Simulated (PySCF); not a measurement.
An unknown shows these calculated signals:

1H NMR (400 MHz, computed): δ 5.05 (d, 2H), 3.55 (m, 6H), 3.43 (m, 1H), 2.63 (s, 6H).

13C{1H} NMR (computed): δ 43.7 (CH3).

- GIAO PBE0/pcSseg-1 shieldings
- GFN2-xTB structure
- run in PySCF 2.14.0 with density-fitted response routines
- one computed conformer, relativity neglected, gas phase, equivalent nuclei averaged

Referencing at the same level of theory: 1H (σ = 31.72 ppm) and 13C (σ = 186.93 ppm) against TMS.

Task: Which of these does the molecule contain: an N-methyl group, a nitrile, an NH or NH2 group, a Si–H bond, a CH3CH2 unit?

Result: 
- An N-methyl group: yes (δC 43.7; δH 2.63 (s)).
- A nitrile: no.
- An NH or NH2 group: no.
- A Si–H bond: yes (δH 5.05 (d)).
- A CH3CH2 unit: no.

The data belong to `InChI=1S/C2H15NSi4/c1-3(2)6-7(4)5/h7H,6H2,1-2,4-5H3`; they needn't prove each group on their own.

Carbon signals by region: 1 below 50 ppm.

Shifts are as computed. Against solution values, carbons near 30 ppm lie about +3 ppm off and those near 130 ppm about +5 ppm. Of 1211 compounds with measured shifts, 218 miss one by over three times the rms of a fit or turn the order of signals round; such compounds aren't used in these exercises. No couplings were computed; multiplicities are counted from neighbouring protons, with m where these are inequivalent, close in shift, in a saturated or five-membered ring or joined by F or P, and br s for small geminal =CH2 splittings.
